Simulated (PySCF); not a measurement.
Computed IR spectrum (relative IR intensity) of a molecule C4H9O, multiplicity 2. Coordinates come from a B3LYP-D3(BJ)/def2-SVP optimisation. Other conformers were not sampled. All values below come from B3LYP-D3(BJ)/def2-SVP run with PySCF. Frequencies are harmonic and unscaled.

Lines under 2 % of the strongest are left out, and lines within 2 cm⁻¹ are merged.

```tsv
ν (cm⁻¹)	relative intensity
326	5.0
332	4.1
410	6.1
436	12
743	3.3
891	16
894	6.7
927	2.3
993	10
1006	10
1159	5.4
1252	84
1356	18
1395	2.6
1457	5.5
1461	18
1464	18
1489	31
3031	68
3036	43
3042	19
3123	100
3131	64
3139	62
3149	55
```

Problem. Which molecule gave these data?
A. C[CH]CCO
B. CC[CH]CO
C. C[CH]OCC
D. CC(C)(C)[O]

Solution. D, CC(C)(C)[O]
